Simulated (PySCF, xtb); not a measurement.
Noncovalent pair: HCl (SMILES Cl) (first 2 atoms) with C2H6O (SMILES COC); geometry from B3LYP-D3(BJ)/def2-TZVP, rigid monomers moved along the line of their centres of mass till H2···O4 is 1.98 Å.
(charge 0, multiplicity 1):
```xyz
11

Cl    -0.174    -0.028     0.469
H     -0.203     0.229     1.761
C     -1.087    -0.542     4.292
O     -0.171     0.387     3.730
C      1.159     0.207     4.195
H     -1.135    -0.423     5.378
H     -0.798    -1.571     4.054
H     -2.063    -0.331     3.859
H      1.210     0.358     5.278
H      1.778     0.949     3.695
H      1.527    -0.796     3.954
```

Counterpoise-corrected where a basis set is named; no monomer relaxation. Rows marked so take none.

Rows in 3-21G, 6-31G* carry no dispersion term and start afresh at each structure (6-31G* with six Cartesian d functions).

Run with PySCF for 3-21G rows, 6-31G* rows; xtb for the GFN methods. Values without a source in brackets are computed.

Task: One of these levels gives -27.3 kJ/mol for the interaction energy. Name it.
(A) HF/3-21G (no counterpoise)
(B) HF/6-31G*
(C) GFN2-xTB
(D) B3LYP/6-31G* (no counterpoise)

Result: C, GFN2-xTB. The others give -44.6 (HF/3-21G (no counterpoise)), -20.8 (HF/6-31G*), -33.6 (B3LYP/6-31G* (no counterpoise))
